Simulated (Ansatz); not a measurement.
A made-up structure of AlSiH3SO, closed shell:

```csv
atom,x (Å),y (Å),z (Å)
S1,-1.3543,1.6684,-0.5884
Si2,0.0290,0.3512,0.3546
O3,-0.1955,-1.2993,0.1214
Al4,1.3175,-1.1732,-0.7294
H5,-2.0209,1.9771,0.5371
H6,2.6254,-0.4788,-1.0723
H7,2.1714,-2.2637,-1.4845
```

It is relaxed with PBE-D4/def2-SVP and then PBE0-D4/def2-TZVP (Ansatz 0.2.0). Atoms count as bonded within 1.22 times the sum of their covalent radii (H–H: 0.88 Å). The end point is not checked to be a true minimum.

(1) Does its bonding change? (A judgement: the text doesn't fix the answer.)

Results:

(1) The calculation gives: Yes. Formed: none; broken: Si2–Al4.

Where it ends: The first stage lowers the energy by 2.96 eV in 13 steps. It ends as AlSiH₃SO ([AlH2][O][Si][SH]):
```
7
angstrom
S -1.5044 1.4541 -0.5520
Si -0.5046 0.2548 0.9488
O 0.5987 -0.4735 0.0005
Al 1.7759 -1.2536 -0.9378
H -2.3615 1.9868 0.3349
H 3.1715 -0.5360 -1.0931
H 1.3968 -2.6510 -1.5627
```

Labels in which every atom is bracketed show which atoms are joined, not bond orders.

For scale, one of the runs: PBE0-D4/def2-TZVP relaxation, 160 basis functions, launched by `ansatz run in.yaml --threads 2 --pin off --events-out ev --progress --plain --max-ram 4352MiB`. Hardware: 2 CPU threads of an Arm Neoverse V2, shared host. Wall time about 30 s.
